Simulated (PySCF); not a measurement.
TaH: from constants to spectrum

UHF-CCSD(T) constants of TaH, ⁵Δ (quintet), unpaired electrons σ ↑, π ↑↑, δ ↑ (basis Ta def2-TZVPPD with ECP60, H def2-TZVPPD; scalar-relativistic core potentials; PySCF 2.14; masses 180.9480 and 1.0078 u):

* ωe: 1757.0 cm⁻¹
* ωexe: 25.7 cm⁻¹
* Be: 5.2921 cm⁻¹
* αe: 0.121 cm⁻¹
* De to Ta (5d3 6s2) + H: 2.34 eV

Q: What force constant and bond length do these constants imply?

A: Reduced mass μred = 1.0022 u; k = 5.8918×10⁻⁷·μred·ωe² (u, cm⁻¹, mdyn/Å) = 1.82 mdyn/Å; Re = √(16.8576/(μred·Be)) (u, cm⁻¹, Å) = 1.783 Å.

Q: Estimate the centrifugal constant D from the Kratzer relation and find the Dunham coefficient a1.

A: D = 4Be³/ωe² = 0.000192 cm⁻¹; a1 = −1 − αeωe/(6Be²) = -2.27.

Correlated steps freeze no core orbitals. These are scalar-relativistic numbers at best; spin–orbit coupling would shift them, the dissociation energy most. The state is the lowest single determinant that the PBE0 search found; with open d or f shells the true ground state can be another one.
